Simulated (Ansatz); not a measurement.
`Cc1cccc2cccc(C)c12`, relaxed with RKS PBE0-D4/def2-TZVP in the Gaussian-basis code of Ansatz from a PBE-D4/def2-SVP geometry. The force threshold is 0.005 eV/Å; the program also tests the step.

The species carries charge 0 and has multiplicity 1.

Start:

```xyz
24

C    -0.465   -2.030   -1.471
C    -0.560   -0.549   -1.173
C    -1.242    0.230   -2.110
C    -1.440    1.622   -1.957
C    -0.953    2.250   -0.828
C    -0.245    1.513    0.167
C     0.231    2.205    1.319
C     0.929    1.536    2.305
C     1.180    0.152    2.152
C     0.743   -0.583    1.048
C     1.125   -2.047    1.022
C    -0.014    0.086    0.010
H    -0.910   -2.652   -0.670
H    -1.014   -2.258   -2.406
H     0.578   -2.378   -1.611
H    -1.652   -0.269   -3.003
H    -1.984    2.188   -2.729
H    -1.101    3.330   -0.671
H     0.030    3.285    1.400
H     1.295    2.066    3.197
H     1.755   -0.372    2.933
H     0.249   -2.724    1.048
H     1.714   -2.315    0.123
H     1.749   -2.285    1.905
```

(1) How much energy does the relaxation release, and in how many steps? (An estimate is asked.)

(2) Which bonds change most? (Estimate.)

(3) Give the relaxed structure. (Best estimate.)

Results:

(1) The calculation gave: 14.36 kJ/mol, in 10 steps, 1 of them rejected.

(2) Ansatz gave: C6–C12 from 1.454 to 1.433 Å; C2–C3 from 1.396 to 1.375 Å; C9–C10 from 1.396 to 1.375 Å; C4–C5 from 1.381 to 1.361 Å.

(3) The calculation gave: 
```xyz
24

C    -0.422   -2.002   -1.492
C    -0.552   -0.541   -1.164
C    -1.247    0.222   -2.073
C    -1.460    1.597   -1.911
C    -0.964    2.219   -0.806
C    -0.241    1.492    0.164
C     0.251    2.184    1.291
C     0.954    1.529    2.255
C     1.186    0.155    2.115
C     0.733   -0.575    1.041
C     1.076   -2.039    1.046
C    -0.014    0.086    0.009
H    -0.886   -2.641   -0.739
H    -0.921   -2.203   -2.440
H     0.616   -2.318   -1.597
H    -1.647   -0.266   -2.955
H    -2.015    2.151   -2.659
H    -1.112    3.281   -0.648
H     0.054    3.248    1.367
H     1.334    2.056    3.123
H     1.749   -0.360    2.886
H     0.192   -2.678    1.046
H     1.690   -2.327    0.192
H     1.645   -2.271    1.948
```
